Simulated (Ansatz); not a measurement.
Stretching the In1–H2 bond in H3In (SMILES [InH3]) (multiplicity 1 held, fragments rigid). Energies count from the point at 1.731 Å.
Geometry at that point (charge 0, multiplicity 1):
```xyz
4

In     0.0000     0.0000     0.0000
H      0.6866    -0.4744     1.5160
H     -0.3914     1.6604    -0.2909
H     -0.2953    -1.1861    -1.2251
```

Unrestricted levels (U-) break spin symmetry where that is lower. Active spaces are followed from a long bond inwards. Full CI gives the lowest state of the spin. Curves can end on different states.

Correlated levels freeze the cores. Filled d and f shells under p-block atoms count as core.

The values were computed with Ansatz (Gaussian basis) for Hartree–Fock, density functionals and correlated methods. Values without a source in brackets are computed. In def2 rows elements past Kr take small-core potentials, without spin–orbit coupling.

Energies in kJ/mol.

```csv
R (Å),U-CCSD/def2-SVP,"CASSCF(2,2)/def2-SVP","FIC-MRCISD on CASSCF(2,2)/def2-SVP",FCI/def2-SVP
1.384,129,134,129,129
1.558,28,31,28,28
1.731,0,0,0,0
1.904,10,7,10,10
2.077,39,32,39,38
2.336,96,83,94,94
2.596,154,135,149,149
3.028,232,203,222,221
3.461,275,244,264,264
3.980,290,265,286,286
4.673,294,273,295,294
5.538,294,275,296,296
```

Doubts at one or more of the structures used: a spin-contaminated determinant (U-CCSD/def2-SVP); T1 above 0.05 (U-CCSD/def2-SVP).

Ansatz is a program for electronic structure.
